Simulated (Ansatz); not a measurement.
`[Cl][GeH2][I]`, 5 atoms. The species carries charge 0 and has multiplicity 1. Correlated methods include outer-core shells of Ge, I, which these sets cover unevenly. Scalar relativity is left out up to krypton. I takes the def2 core potential. Hardware: A = 2 threads of an AMD EPYC 7R13 on a shared host; B = 2 threads of an AMD EPYC 7R13 on a shared host and a share of an NVIDIA H100 80 GB. Correlated methods freeze the cores. Open-shell runs search over several starts.

(1) Give the basis size and wall time and peak host memory of each of these runs in Ansatz. RKS ωB97M-V/def2-TZVPP energy and forces [A]; RKS B97M-V/def2-TZVPP energy [A]; UKS ωB97X-V/def2-TZVPP energy of the cation [A]; UHF-MP2/def2-QZVPP energy of the cation [B]; UKS B3LYP-D4/def2-TZVPP energy of the cation [A]; UKS PBE0-D4/def2-TZVPP energy of the cation [A]; RKS ωB97M-V/def2-SVP energy [A]; UKS B2PLYP (frozen core)/def2-TZVPP energy of the cation [A]; RHF-CCSD(T)/def2-TZVPP energy [B]; RHF-CCSD(T)/def2-SVP energy [A]; UHF-CCSD(T)/def2-TZVPP energy of the cation [B]; RKS ωB97M-V/def2-QZVPP energy [B]. (Estimate.)

Answers

(1) Computed: Other jobs shared the machine, so times are rough.

| level | job | functions | wall time | peak host memory (GiB) |
| --- | --- | --- | --- | --- |
| RHF-CCSD(T)/def2-SVP | energy [A] | 86 | 2.8 s | 0.36 |
| RHF-CCSD(T)/def2-TZVPP | energy [B] | 168 | 3.7 s | 0.79 |
| RKS ωB97M-V/def2-SVP | energy [A] | 86 | 5.5 s | 0.36 |
| RKS B97M-V/def2-TZVPP | energy [A] | 168 | 7 s | 0.3 |
| UHF-CCSD(T)/def2-TZVPP | energy of the cation [B] | 168 | 7.5 s | 0.82 |
| RKS ωB97M-V/def2-TZVPP | energy and forces [A] | 168 | 9.5 s | 0.59 |
| RKS ωB97M-V/def2-QZVPP | energy [B] | 301 | 9.5 s | 0.91 |
| UHF-MP2/def2-QZVPP | energy of the cation [B] | 301 | 11 s | 0.87 |
| UKS B2PLYP (frozen core)/def2-TZVPP | energy of the cation [A] | 168 | 19 s | 0.69 |
| UKS ωB97X-V/def2-TZVPP | energy of the cation [A] | 168 | 35 s | 1.1 |
| UKS PBE0-D4/def2-TZVPP | energy of the cation [A] | 168 | 37 s | 0.97 |
| UKS B3LYP-D4/def2-TZVPP | energy of the cation [A] | 168 | 40 s | 0.97 |

B3LYP here is the variant with VWN-RPA as its local correlation; programs differ in this.
